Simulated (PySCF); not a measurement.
Gas-phase reaction: InF₃ + 2 InCl₃ = 3 InF + 6 Cl

Computed with PySCF and rigid-rotor harmonic-oscillator thermochemistry at 1 bar. † marks an energy on the PBE0/def2-TZVP geometry and frequencies. MP2 freezes the core. Open shells (unrestricted): Cl (multiplicity 2); the rest are closed-shell singlets. Spin-orbit splitting is ignored; it lowers the true energy and changes the entropy of Cl. In: scalar-relativistic def2 core potential, no spin-orbit coupling. MP2 isn't extrapolated to the basis-set limit.

| level | ΔH°(298 K), kJ |
|---|---|
| BLYP/def2-TZVP† | … |
| M06-2X/def2-TZVP† | 1627 |
| MP2/def2-SVP† | 1577 |
| MP2/def2-TZVPP† | 1608 |
| PBE0/def2-QZVP† | … |
| PBE0/def2-SVP† | … |
| r2SCAN/def2-TZVP† | 1608 |
| LDA/def2-TZVP† | 1844 |
| ωB97M-V/def2-TZVP† | 1604 |
| ωB97X-V/def2-TZVP† | … |

Q: What belongs in the gaps?

A: 
- BLYP/def2-TZVP†, ΔH°(298 K), kJ: 1367
- PBE0/def2-QZVP†, ΔH°(298 K), kJ: 1565
- PBE0/def2-SVP†, ΔH°(298 K), kJ: 1546
- ωB97X-V/def2-TZVP†, ΔH°(298 K), kJ: 1612
